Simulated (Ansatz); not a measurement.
This geometry of C$_{2}$H$_{12}$N$_{2}$Si$_{2}$ (18 atoms, charge 0, multiplicity 1) is a first-order saddle point.

These are results of Ansatz, RKS PBE/STO-3G, not measurements.

```xyz
18
Properties=species:S:1:pos:R:3
C 2.366 -0.766 1.897
N 1.141 -0.118 1.304
Si 0.038 -1.299 0.502
N -1.455 -0.537 0.033
Si -1.775 0.273 -1.488
C -1.093 2.042 -1.591
H 2.979 0.000 2.420
H 2.048 -1.517 2.650
H 3.039 -1.287 1.169
H 1.506 0.571 0.582
H 0.594 -1.893 -0.718
H -0.186 -2.327 1.512
H -2.018 -0.176 0.836
H -3.220 0.325 -1.687
H -1.157 -0.532 -2.534
H -0.371 2.148 -2.417
H -1.899 2.775 -1.758
H -0.575 2.329 -0.660
```

Which two structures does it join? (They come from a converged band through this point; their orientation in space is the band's.)

No bond is made or broken. The dihedral N4–Si5–C6–H18 goes from 60 to -61°. The two ends are copies of one structure, up to a mirror image or an exchange of like atoms.

Image 0:

```xyz
18
Properties=species:S:1:pos:R:3
C 2.290 -0.758 1.982
N 1.048 -0.148 1.381
Si 0.089 -1.331 0.411
N -1.422 -0.636 -0.105
Si -1.691 0.278 -1.575
C -1.112 2.078 -1.500
H 2.815 0.000 2.603
H 1.993 -1.595 2.648
H 3.035 -1.160 1.250
H 1.395 0.628 0.743
H 0.767 -1.784 -0.807
H -0.127 -2.452 1.319
H -2.061 -0.379 0.680
H -3.121 0.281 -1.866
H -0.959 -0.394 -2.641
H -1.314 2.587 -2.458
H -1.633 2.641 -0.708
H -0.029 2.153 -1.305
```

Image 8:

```xyz
18
Properties=species:S:1:pos:R:3
C 2.335 -0.769 1.921
N 1.088 -0.156 1.337
Si 0.095 -1.334 0.399
N -1.428 -0.632 -0.069
Si -1.735 0.291 -1.526
C -1.138 2.085 -1.461
H 2.876 -0.010 2.527
H 2.045 -1.600 2.598
H 3.065 -1.181 1.179
H 1.427 0.615 0.688
H 0.732 -1.791 -0.840
H -0.097 -2.453 1.314
H -2.042 -0.375 0.736
H -3.173 0.307 -1.772
H -1.045 -0.385 -2.617
H -0.050 2.149 -1.296
H -1.362 2.599 -2.411
H -1.632 2.651 -0.653
```

How far does it lie above each of them?

0.044 eV above the first and 0.044 eV above the second. This is the barrier of this one path; another mechanism may lie lower. Limits of this set-up: minimal basis.

Time of the run: 9.9 min on 1 thread of Intel(R) Xeon(R) Platinum 8488C (Sapphire Rapids), with other jobs on the host, peak memory 0.13 GiB.
